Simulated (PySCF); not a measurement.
PySCF job for 2-(furan-2-yl)-1,3-thiazole (C7H5NOS), SMILES c1coc(-c2nccs2)c1, TDA-ωB97X/def2-SVPD. Geometry: B3LYP-D3(BJ)/def2-SVP. One conformer was computed; it need not be the lowest.

```python
import numpy as np
from pyscf import gto, scf, dft, tdscf

mol = gto.M(
    atom='''
    C    -0.54956489   -3.15630432    0.00000000
    C     0.79067401   -2.87865577    0.00000000
    O     0.99310754   -1.53732945    0.00000000
    C    -0.23056765   -0.93733172    0.00000000
    C    -0.27920243    0.50569544    0.00000000
    N    -1.38496014    1.20552794    0.00000000
    C    -1.12134107    2.54559649    0.00000000
    C     0.20597120    2.89469889    0.00000000
    S     1.19243041    1.47246207    0.00000000
    C    -1.21913274   -1.89271766    0.00000000
    H    -1.00502560   -4.14402134    0.00000000
    H     1.68387440   -3.49705084    0.00000000
    H    -1.94816060    3.25813281    0.00000000
    H     0.64620970    3.88971452    0.00000000
    H    -2.28694240   -1.69211639    0.00000000
    ''',
    basis='def2-SVPD',
    charge=0,
    spin=0,
    symmetry=True,
    max_memory=1600,
    verbose=4,
)
mf = dft.RKS(mol, xc='wb97x').density_fit(auxbasis='def2-universal-jkfit')
mf.grids.level = 3
mf.conv_tol = 1e-9
mf.max_cycle = 100
mf.kernel()
mf.grids = dft.Grids(mol).set(level=1).build(with_non0tab=True)  # coarser grid for the response kernel
td = tdscf.TDA(mf)
td.singlet = True
td.nstates = 6
td.conv_tol = 1e-4
td.positive_eig_threshold = 1e-6
td.kernel(x0=td.get_init_guess(mf, 11))
td.analyze()
tt = tdscf.TDA(mf)
tt.singlet = False
tt.nstates = 2
tt.conv_tol = 1e-4
tt.positive_eig_threshold = 1e-6
tt.kernel(x0=tt.get_init_guess(mf, 7))
tt.analyze(verbose=3)
```

It prints:

```
PySCF version 2.14.0

[INPUT] verbose = 4
[INPUT] num. atoms = 15
[INPUT] num. electrons = 78
[INPUT] charge = 0
[INPUT] spin (= nelec alpha-beta = 2S) = 0
[INPUT] symmetry True subgroup None
[INPUT] Mole.unit = angstrom
[INPUT] Symbol           X                Y                Z      unit          X                Y                Z       unit  Magmom
[INPUT]  1 C     -0.549564890000  -3.156304320000   0.000000000000 AA   -1.038527129777  -5.964550730582   0.000000000000 Bohr   0.0
[INPUT]  2 C      0.790674010000  -2.878655770000   0.000000000000 AA    1.494157332712  -5.439871012199   0.000000000000 Bohr   0.0
[INPUT]  3 O      0.993107540000  -1.537329450000   0.000000000000 AA    1.876701262841  -2.905131623728   0.000000000000 Bohr   0.0
[INPUT]  4 C     -0.230567650000  -0.937331720000   0.000000000000 AA   -0.435709711685  -1.771300238668   0.000000000000 Bohr   0.0
[INPUT]  5 C     -0.279202430000   0.505695440000   0.000000000000 AA   -0.527616126013   0.955625884041   0.000000000000 Bohr   0.0
[INPUT]  6 N     -1.384960140000   1.205527940000   0.000000000000 AA   -2.617195358039   2.278117642111   0.000000000000 Bohr   0.0
[INPUT]  7 C     -1.121341070000   2.545596490000   0.000000000000 AA   -2.119027514527   4.810480189754   0.000000000000 Bohr   0.0
[INPUT]  8 C      0.205971200000   2.894698890000   0.000000000000 AA    0.389229157548   5.470188115182   0.000000000000 Bohr   0.0
[INPUT]  9 S      1.192430410000   1.472462070000   0.000000000000 AA    2.253366897503   2.782550041110   0.000000000000 Bohr   0.0
[INPUT] 10 C     -1.219132740000  -1.892717660000   0.000000000000 AA   -2.303826988091  -3.576718008528   0.000000000000 Bohr   0.0
[INPUT] 11 H     -1.005025600000  -4.144021340000   0.000000000000 AA   -1.899223132177  -7.831065386953   0.000000000000 Bohr   0.0
[INPUT] 12 H      1.683874400000  -3.497050840000   0.000000000000 AA    3.182061444166  -6.608468331280   0.000000000000 Bohr   0.0
[INPUT] 13 H     -1.948160600000   3.258132810000   0.000000000000 AA   -3.681489980668   6.156978688360   0.000000000000 Bohr   0.0
[INPUT] 14 H      0.646209700000   3.889714520000   0.000000000000 AA    1.221159352037   7.350495145544   0.000000000000 Bohr   0.0
[INPUT] 15 H     -2.286942400000  -1.692116390000   0.000000000000 AA   -4.321694798656  -3.197636547988   0.000000000000 Bohr   0.0

nuclear repulsion = 558.039160796187
point group symmetry = Cs
symmetry origin: [-4.84545088e-10 -9.69090335e-10  0.00000000e+00]
symmetry axis x: [ 1.00000000e+00 -4.95524855e-10  0.00000000e+00]
symmetry axis y: [4.95524855e-10 1.00000000e+00 0.00000000e+00]
symmetry axis z: [0. 0. 1.]
num. orbitals of irrep A' = 177
num. orbitals of irrep A" = 73
number of shells = 104
number of NR pGTOs = 368
number of NR cGTOs = 250
basis = def2-SVPD
ecp = {}


[settings echo left out]
init E= -799.797078711516
HOMO (A") = -0.209295434857376  LUMO (A") = -0.0703899817086038  gap/eV = 3.77981
cycle= 1 E= -797.299525985846  delta_E=  2.5  |g|= 0.577  |ddm|= 7.99
HOMO (A") = -0.326510917200768  LUMO (A") = -0.00687357920461107  gap/eV = 8.69777
cycle= 2 E= -797.323369388336  delta_E= -0.0238  |g|= 0.583  |ddm|= 2.49
HOMO (A") = -0.305836309176158  LUMO (A") = 0.00944125936592233  gap/eV = 8.57914
cycle= 3 E= -797.38800248955  delta_E= -0.0646  |g|= 0.0703  |ddm|= 1.33
HOMO (A") = -0.304977641571496  LUMO (A") = 0.0122768900075041  gap/eV = 8.63294
cycle= 4 E= -797.389316090199  delta_E= -0.00131  |g|= 0.0347  |ddm|= 0.331
HOMO (A") = -0.307177637008873  LUMO (A") = 0.0119269875057415  gap/eV = 8.68328
cycle= 5 E= -797.38965483841  delta_E= -0.000339  |g|= 0.0103  |ddm|= 0.112
HOMO (A") = -0.307138801450607  LUMO (A") = 0.0122509777665658  gap/eV = 8.69104
cycle= 6 E= -797.389695043635  delta_E= -4.02e-05  |g|= 0.00274  |ddm|= 0.039
HOMO (A") = -0.307008700754192  LUMO (A") = 0.0125097459910388  gap/eV = 8.69454
cycle= 7 E= -797.389699182733  delta_E= -4.14e-06  |g|= 0.00151  |ddm|= 0.0129
HOMO (A") = -0.307098171793682  LUMO (A") = 0.0125061226183063  gap/eV = 8.69688
cycle= 8 E= -797.389700262235  delta_E= -1.08e-06  |g|= 0.000631  |ddm|= 0.00528
HOMO (A") = -0.30715072305479  LUMO (A") = 0.0124921294452456  gap/eV = 8.69793
cycle= 9 E= -797.389700444784  delta_E= -1.83e-07  |g|= 0.000186  |ddm|= 0.00238
HOMO (A") = -0.307140188071147  LUMO (A") = 0.0125074415142801  gap/eV = 8.69806
cycle= 10 E= -797.389700473027  delta_E= -2.82e-08  |g|= 7.27e-05  |ddm|= 0.000943
HOMO (A") = -0.307141768912218  LUMO (A") = 0.0125086571347199  gap/eV = 8.69813
cycle= 11 E= -797.389700477366  delta_E= -4.34e-09  |g|= 3.45e-05  |ddm|= 0.00045
HOMO (A") = -0.307144688772627  LUMO (A") = 0.0125049594942306  gap/eV = 8.69811
cycle= 12 E= -797.389700478182  delta_E= -8.15e-10  |g|= 1.23e-05  |ddm|= 0.00025
HOMO (A") = -0.3071425740089  LUMO (A") = 0.0125068761254177  gap/eV = 8.69810
Extra cycle  E= -797.389700478221  delta_E= -3.96e-11  |g|= 1.18e-05  |ddm|= 6.8e-05
converged SCF energy = -797.389700478221
tot grids = 65240
Overwritten attributes  positive_eig_threshold  of <class 'pyscf.tdscf.rks.TDA'>


******** <class 'pyscf.tdscf.rks.TDA'> for <class 'pyscf.df.df_jk.DFSymAdaptedRKS'> ********
nstates = 6 singlet
deg_eia_thresh = 1.000e-03
wfnsym = None
conv_tol = 0.0001
eigh lindep = 1e-12
eigh level_shift = 0
eigh max_cycle = 100


Excitation energies (eV)
[4.65924782 5.35876036 6.05345066 6.07332127 6.54537158 6.65701553]

** Singlet excitation energies and oscillator strengths **
Excited State   1:   A'      4.65925 eV    266.10 nm  f=0.6256
      39 -> 40       -0.68352
Excited State   2:   A"      5.35876 eV    231.37 nm  f=0.0005
      37 -> 40        0.68550
Excited State   3:   A"      6.05345 eV    204.82 nm  f=0.0002
      38 -> 41        0.22332
      38 -> 46       -0.10609
      39 -> 41        0.50252
      39 -> 42       -0.21429
      39 -> 46       -0.21761
      39 -> 47       -0.15034
      39 -> 49       -0.11409
      39 -> 50        0.13674
Excited State   4:   A'      6.07332 eV    204.15 nm  f=0.0708
      36 -> 40        0.19268
      36 -> 43       -0.11378
      38 -> 40        0.58050
      39 -> 43        0.17671
      39 -> 45        0.14298
Excited State   5:   A'      6.54537 eV    189.42 nm  f=0.0080
      35 -> 40       -0.15029
      35 -> 43       -0.12088
      35 -> 45        0.10347
      36 -> 40        0.51031
      38 -> 40       -0.16482
      39 -> 43       -0.12198
      39 -> 45        0.32484
Excited State   6:   A"      6.65702 eV    186.25 nm  f=0.0005
      39 -> 41       -0.20047
      39 -> 42       -0.59791
      39 -> 44        0.18578
      39 -> 47        0.10979

** Transition electric dipole moments (AU) **
state          X           Y           Z        Dip. S.      Osc.
  1         0.2107      2.3316      0.0000      5.4806      0.6256
  2        -0.0000     -0.0000     -0.0613      0.0038      0.0005
  3        -0.0000     -0.0000     -0.0392      0.0015      0.0002
  4        -0.4541      0.5192     -0.0000      0.4757      0.0708
  5         0.1835      0.1265     -0.0000      0.0497      0.0080
  6        -0.0000     -0.0000     -0.0548      0.0030      0.0005

** Transition velocity dipole moments (imaginary part, AU) **
state          X           Y           Z        Dip. S.      Osc.
  1        -0.0052      0.1321      0.0000      0.0175      0.0681
  2        -0.0000      0.0000      0.0212      0.0004      0.0015
  3        -0.0000     -0.0000     -0.0286      0.0008      0.0024
  4         0.0324      0.0368     -0.0000      0.0024      0.0072
  5        -0.0345     -0.0165     -0.0000      0.0015      0.0040
  6         0.0000     -0.0000     -0.0164      0.0003      0.0007

** Transition magnetic dipole moments (imaginary part, AU) **
state          X           Y           Z
  1        -0.0000      0.0000      0.6980
  2        -0.2973      0.6791     -0.0000
  3         0.4291     -0.0487      0.0000
  4        -0.0000      0.0000      0.2936
  5         0.0000      0.0000      0.3367
  6        -0.7837     -0.5296      0.0000


******** <class 'pyscf.tdscf.rks.TDA'> for <class 'pyscf.df.df_jk.DFSymAdaptedRKS'> ********
nstates = 2 triplet
deg_eia_thresh = 1.000e-03
wfnsym = None
conv_tol = 0.0001
eigh lindep = 1e-12
eigh level_shift = 0
eigh max_cycle = 100


Excitation energies (eV)
[2.88268269 4.17618764]

** Triplet excitation energies and oscillator strengths **
Excited State   1:   A'      2.88268 eV    430.10 nm  f=0.0000
Excited State   2:   A'      4.17619 eV    296.88 nm  f=0.0000
```

Self-consistency was reached.

Cost: around 19 core-minutes (rough).
